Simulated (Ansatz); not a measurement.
Molecule: CH6Sn (charge 0, singlet). 
Structure (B3LYP-D3(BJ)/def2-TZVP (Ansatz, a quantum-chemistry and plane-wave program) minimum search):
SMILES: [CH3][SnH3]
```xyz
8

C     -1.8547    -0.0417     0.0342
Sn     0.3025     0.0068    -0.0056
H     -2.2499     0.3452    -0.9036
H     -2.2226     0.5704     0.8559
H     -2.1984    -1.0658     0.1706
H      0.8511     1.6166    -0.2202
H      0.9321    -0.6012     1.4683
H      0.8891    -0.9552    -1.2974
```

Basis-set convergence of Hartree-Fock and CCSD correlation energies (hartree) with Ansatz. Cores are frozen in the correlated levels unless marked. No spin-orbit coupling. The frozen core is the preceding noble-gas configuration, with the filled d and f shells of earlier blocks. Past Kr the def2 sets carry scalar-relativistic core potentials.

```json
[
 {"basis": "def2-SVPD", "functions": "100", "E(HF)": "-254.64603", "E(corr, CCSD)": "-0.29953"},
 {"basis": "def2-TZVPPD", "functions": "195", "E(HF)": "-254.70071", "E(corr, CCSD)": "-0.34328"},
 {"basis": "def2-QZVPPD", "functions": "349", "E(HF)": "-254.70451", "E(corr, CCSD)": "-0.35755"}
]
```

Extrapolating the two largest sets (X = 3 and 4) as X^-3: E(corr) = (64·(-0.35755) - 27·(-0.34328))/37 = -0.3680 Eh, an estimate of the basis-set limit. The largest set recovers 97.2 % of it, the smallest 81.4 %.
